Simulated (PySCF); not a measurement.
Sn: electron affinity

Sn- [Kr] 4d10 5s2 5p3 (4S) → Sn [Kr] 4d10 5s2 5p2 (3P), as a difference of total energies. Calculation: PySCF 2.14, in aug-cc-pVQZ-PP with ECP28MDF (7s7p5d3f2g, 92 functions); scalar relativity through the core potential. Correlated levels: valence: 4s2 4p6 4d10 frozen. The calculations carry no spin-orbit coupling.

```csv
method,electron affinity (eV),difference from reference (eV)
UHF,0.954,-0.158
LDA,1.550,+0.438
PBE,1.421,+0.309
PBE0,1.412,+0.300
r2SCAN,1.512,+0.400
wB97X-V,1.169,+0.057
wB97M-V,1.269,+0.157
M06-2X,1.259,+0.147
MP2 (valence),1.380,+0.268
SCS-MP2 (valence),1.238,+0.126
```

Reference: 1.112 eV (measured; photodetachment measurements, as compiled on the Wikipedia data page of electron affinities).

The reference lies between the lowest fine-structure levels, while these numbers refer to the centres of the terms.

Errors of the correlated levels include the incompleteness of this basis and the frozen core.

In the anion the highest occupied orbital energy is positive at LDA, PBE, PBE0, r2SCAN, a self-interaction effect; the basis confines that electron, and the energy difference can still be sensible.
